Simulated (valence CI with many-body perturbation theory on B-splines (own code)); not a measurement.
## E1 line list for Rh¹³⁺

Method: configuration interaction combined with many-body perturbation theory (CI+MBPT): four valence electrons over a frozen Dirac-Fock core [Ar] 3d10, radial functions for each j: 11 s, 11 p, 9 d, 7 f, 5 g, 2 h, 1 i, with the one-electron correlation potential Σ1 (screened to all orders), the two-electron term Σ2, the three-electron term Σ3, Breit, model QED; selected single and double excitations, second order for the rest (own B-spline code, finite nucleus).

No measured levels were compared; by estimate levels hold to about 250 cm⁻¹ or 0.2 % of their energy and the worst to 1 %, as in measured heavy ions of charge 2 to 7; those with d or f electrons hold less well.

Lines 101 to 150 of 230 in falling wavelength, among levels below 109.22 eV, chosen from the strongest by gf and those to the six lowest levels. Wavelengths and rates use the calculated energies, so an error of 800 cm⁻¹ moves a line at 237.8 Å by 0.19 % and its rate by three times that or more. Electric multipoles are in the length gauge, E1 and E2 with the static RPA response of the core. Weak lines are less certain than strong ones. Lines between different terms over intervals too small for the method are left out, as are lines whose strength nearly cancels. The highest levels of a list are the least certain.

Names give the largest LS component (configuration and term), which can be under half, so a name can repeat, a term be missing and a line seem to break the LS rules; names also repeat where a configuration has a term twice. Letters in brackets count levels of one name in rising energy.

| λ vac (Å) | Upper | Lower | A (s⁻¹) | S (a.u.) with core polarisation | S without |
| --- | --- | --- | --- | --- | --- |
| 237.8 | 4s 4p3 3S°_1 | 4s2 4p2 3P_0 | 9.29e+09 | 1.85e-01 | 2.03e-01 |
| 235.3 | 4s 4p3 1P°_1 | 4s2 4p2 3P_2 | 2.23e+06 | 4.30e-05 | 4.30e-05 |
| 235.1 | 4p4 1D_2 | 4s 4p3 5S°_2 | 6.31e+07 | 2.02e-03 | 2.23e-03 |
| 233.5 | 4s 4p2 4d 3P_1 [a] | 4s 4p3 3P°_2 | 1.22e+10 | 2.31e-01 | 2.53e-01 |
| 230.8 | 4s 4p2 4d 3D_1 [b] | 4s 4p3 1D°_2 | 7.51e+09 | 1.37e-01 | 1.49e-01 |
| 229.0 | 4s2 4p 4d 3P°_2 | 4s2 4p2 1D_2 | 7.10e+09 | 2.10e-01 | 2.30e-01 |
| 228.7 | 4s 4p3 1P°_1 | 4s2 4p2 3P_1 | 1.19e+10 | 2.11e-01 | 2.31e-01 |
| 228.6 | 4s2 4p 4d 3F°_2 | 4s2 4p2 3P_2 | 5.10e+09 | 1.50e-01 | 1.64e-01 |
| 228.5 | 4s 4p2 4d 3D_1 [c] | 4s 4p3 1D°_2 | 9.55e+09 | 1.69e-01 | 1.84e-01 |
| 228.4 | 4s 4p2 4d 3P_1 [a] | 4s 4p3 3P°_0 | 5.64e+09 | 9.95e-02 | 1.08e-01 |
| 226.9 | 4s 4p2 4d 3F_3 [b] | 4s 4p3 1D°_2 | 2.31e+09 | 9.33e-02 | 1.01e-01 |
| 226.7 | 4s 4p2 4d 3F_2 [a] | 4s 4p3 3D°_1 | 3.14e+09 | 9.03e-02 | 9.76e-02 |
| 225.0 | 4s2 4p 4d 3P°_1 | 4s2 4p2 1S_0 | 3.14e+07 | 5.30e-04 | 5.80e-04 |
| 224.9 | 4s 4p2 4d 5F_1 | 4s 4p3 5S°_2 | 1.35e+08 | 2.27e-03 | 2.46e-03 |
| 223.5 | 4s2 4p 4d 3D°_1 | 4s2 4p2 1D_2 | 1.44e+09 | 2.39e-02 | 2.61e-02 |
| 223.3 | 4s 4p2 4d 3P_2 [a] | 4s 4p3 3D°_3 | 2.02e+10 | 5.55e-01 | 6.06e-01 |
| 222.4 | 4s 4p2 4d 5F_2 | 4s 4p3 5S°_2 | 1.22e+09 | 3.32e-02 | 3.60e-02 |
| 222.3 | 4s2 4p 4d 3F°_2 | 4s2 4p2 3P_1 | 1.05e+09 | 2.86e-02 | 3.09e-02 |
| 222.2 | 4s 4p2 4d 5P_3 | 4s 4p3 3D°_3 | 4.33e+09 | 1.64e-01 | 1.78e-01 |
| 222.1 | 4s 4p2 4d 3F_3 [a] | 4s 4p3 3D°_2 | 2.17e+09 | 8.21e-02 | 8.88e-02 |
| 221.6 | 4s 4p2 4d 3P_0 [a] | 4s 4p3 3P°_1 | 3.57e+10 | 1.92e-01 | 2.10e-01 |
| 220.0 | 4s 4p2 4d 3S_1 | 4s 4p3 3S°_1 | 4.50e+09 | 7.10e-02 | 7.70e-02 |
| 219.8 | 4s2 4p 4d 3F°_3 | 4s2 4p2 3P_2 | 7.30e+09 | 2.68e-01 | 2.90e-01 |
| 218.9 | 4s 4p2 4d 3P_2 [b] | 4s 4p3 3S°_1 | 1.12e+10 | 2.90e-01 | 3.14e-01 |
| 218.1 | 4s 4p2 4d 3F_4 [a] | 4s 4p3 3D°_3 | 1.46e+09 | 6.74e-02 | 7.28e-02 |
| 217.9 | 4s 4p2 4d 5F_3 | 4s 4p3 5S°_2 | 2.66e+09 | 9.50e-02 | 1.03e-01 |
| 217.3 | 4s 4p2 4d 3P_2 [a] | 4s 4p3 3D°_2 | 2.87e+10 | 7.27e-01 | 7.92e-01 |
| 215.6 | 4s 4p2 4d 3P_2 [a] | 4s 4p3 3D°_1 | 7.38e+09 | 1.83e-01 | 1.99e-01 |
| 215.5 | 4s 4p2 4d 3D_3 [b] | 4s 4p3 3P°_2 | 1.36e+10 | 4.69e-01 | 5.11e-01 |
| 215.5 | 4s 4p2 4d 3D_3 [c] | 4s 4p3 1D°_2 | 5.84e+09 | 2.02e-01 | 2.21e-01 |
| 214.1 | 4s2 4p 4d 1D°_2 | 4s2 4p2 1D_2 | 2.75e+10 | 6.66e-01 | 7.27e-01 |
| 213.5 | 4s 4p3 1P°_1 | 4s2 4p2 3P_0 | 1.38e+09 | 1.99e-02 | 2.18e-02 |
| 212.3 | 4s 4p2 4d 3D_2 [a] | 4s 4p3 3P°_2 | 3.95e+09 | 9.34e-02 | 1.01e-01 |
| 211.7 | 4s 4p2 4d 3D_1 [b] | 4s 4p3 3P°_2 | 1.06e+10 | 1.49e-01 | 1.62e-01 |
| 209.7 | 4s 4p2 4d 5D_1 | 4s 4p3 5S°_2 | 1.53e+09 | 2.09e-02 | 2.26e-02 |
| 208.9 | 4s 4p2 4d 5D_2 | 4s 4p3 5S°_2 | 5.19e+09 | 1.17e-01 | 1.27e-01 |
| 208.8 | 4s2 4p 4d 3P°_2 | 4s2 4p2 3P_2 | 3.77e+10 | 8.47e-01 | 9.22e-01 |
| 208.7 | 4s2 4p 4d 3P°_1 | 4s2 4p2 1D_2 | 1.64e+10 | 2.20e-01 | 2.39e-01 |
| 207.9 | 4s 4p2 4d 3G_4 | 4s 4p3 3D°_3 | 2.70e+09 | 1.08e-01 | 1.16e-01 |
| 207.9 | 4s2 4p 4d 3D°_3 | 4s2 4p2 1D_2 | 1.92e+10 | 5.97e-01 | 6.48e-01 |
| 207.7 | 4s 4p2 4d 5D_3 | 4s 4p3 5S°_2 | 7.84e+09 | 2.43e-01 | 2.63e-01 |
| 206.9 | 4s 4p2 4d 3P_1 [a] | 4s 4p3 3D°_1 | 3.84e+10 | 5.04e-01 | 5.49e-01 |
| 206.5 | 4s2 4p 4d 3D°_2 | 4s2 4p2 1D_2 | 5.69e+10 | 1.24e+00 | 1.34e+00 |
| 206.0 | 4s 4p2 4d 3F_2 [b] | 4s 4p3 3D°_3 | 9.78e+09 | 2.11e-01 | 2.30e-01 |
| 205.6 | 4s 4p2 4d 3D_1 [c] | 4s 4p3 3P°_0 | 3.20e+10 | 4.11e-01 | 4.47e-01 |
| 205.5 | 4s 4p2 4d 3D_2 [b] | 4s 4p3 3P°_1 | 4.73e+10 | 1.01e+00 | 1.10e+00 |
| 204.7 | 4s 4p2 4d 3P_0 [b] | 4s 4p3 3P°_1 | 6.03e+10 | 2.55e-01 | 2.77e-01 |
| 204.3 | 4s2 4p 4d 3D°_1 | 4s2 4p2 3P_2 | 3.01e+09 | 3.79e-02 | 4.12e-02 |
| 204.0 | 4s 4p2 4d 3F_2 [c] | 4s 4p3 3P°_2 | 8.36e+09 | 1.75e-01 | 1.90e-01 |
| 203.6 | 4s 4p2 4d 3F_3 [c] | 4s 4p3 3P°_2 | 1.06e+10 | 3.10e-01 | 3.36e-01 |
